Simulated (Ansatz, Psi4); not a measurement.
Approach curve of the dimer BF3 ··· CH3Br (SMILES FB(F)F and CBr). Monomers: optimised at B3LYP-D3(BJ) (def2-TZVP), held rigid. Orientation: a higher rigid-body minimum at GFN2-xTB. The monomers approach along the line of their centres of mass (distance R); nothing else relaxes.

Geometry at R = 2.99 Å (first 4 atoms: monomer A):
```
9

F      1.1568    -0.6200     0.0896
B      0.0000     0.0001    -0.0002
F     -0.0416     1.3148    -0.0235
F     -1.1152    -0.6949    -0.0659
C     -1.5409     1.3765    -3.0447
Br    -0.1248     0.0294    -2.9378
H     -2.4670     0.8621    -3.2756
H     -1.2726     2.0738    -3.8303
H     -1.5964     1.8720    -2.0819
```

- PBE/def2-TZVP, counterpoise-corrected (Psi4)
- PBE-D3(BJ)/def2-TZVP, counterpoise-corrected (Psi4)
- CCSD(T)/aug-cc-pVDZ = Ansatz (a program for electronic structure) with CCSD(T) on RHF/aug-cc-pVDZ, cores with 3d frozen, counterpoise-corrected

Interaction energies in kJ/mol; the last columns give the difference from CCSD(T):

```tsv
R / Å	PBE/def2-TZVP	PBE-D3(BJ)/def2-TZVP	CCSD(T)/aug-cc-pVDZ	PBE/def2-TZVP − CCSD(T)/aug-cc-pVDZ	PBE-D3(BJ)/def2-TZVP − CCSD(T)/aug-cc-pVDZ
2.45	58.04	50.11	68.88	-10.84	-18.77
2.65	22.00	14.57	27.20	-5.20	-12.62
2.82	6.02	-0.85	8.22	-2.19	-9.06
2.99	-2.19	-8.47	-1.90	-0.29	-6.57
3.15	-5.82	-11.52	-6.61	0.78	-4.92
3.34	-7.32	-12.32	-8.76	1.44	-3.56
3.64	-6.93	-10.86	-8.59	1.66	-2.27
3.95	-5.50	-8.46	-6.92	1.42	-1.54
4.48	-3.27	-4.98	-4.15	0.88	-0.83
5.16	-1.58	-2.40	-2.07	0.49	-0.33
6.11	-0.63	-0.94	-0.88	0.25	-0.06
7.51	-0.23	-0.32	-0.33	0.10	0.01
```

PBE/def2-TZVP is furthest from CCSD(T)/aug-cc-pVDZ at 2.45 (-10.84 kJ/mol, below); its mean absolute difference over the points is 2.13 kJ/mol.

PBE-D3(BJ)/def2-TZVP is furthest from CCSD(T)/aug-cc-pVDZ at 2.45 (-18.77 kJ/mol, below); its mean absolute difference over the points is 5.04 kJ/mol.
